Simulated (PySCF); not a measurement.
Worked example: refractive index and permittivity of the vapour

HOSi, SMILES O=[SiH], multiplicity 2.

The structure is a stationary point at PBE-D3(BJ)/def2-TZVPD. The isomer is the one that the SMILES or the coordinates give; other isomers of the formula were not compared.

PBE/def2-TZVPD (PySCF) gives a mean static polarisability of 35.3 bohr³ and a dipole moment of 3.09 D. Take an ideal gas at 298.15 K and 1 bar, whether or not the substance is that volatile.

Problem. Work out n − 1 in the optical limit and the static ε − 1.

Solution. 
Polarisability volume α' = 35.3 × 0.148185 = 5.23 Å³. Number density N = p/kT = 2.43e-5 Å⁻³.
Dilute limit of Lorentz–Lorenz: n − 1 = 2π N α' = 0.00080.
Orientation term of Debye: μ²/(3kT) = 8.098 Å³ × μ²(D²) = 77.32 Å³.
ε − 1 = 4π N (α' + μ²/3kT) = 0.025. Orientation of the dipole supplies 94 % of the static response; it can't follow optical fields. Vibrational polarisation and dispersion are left out.
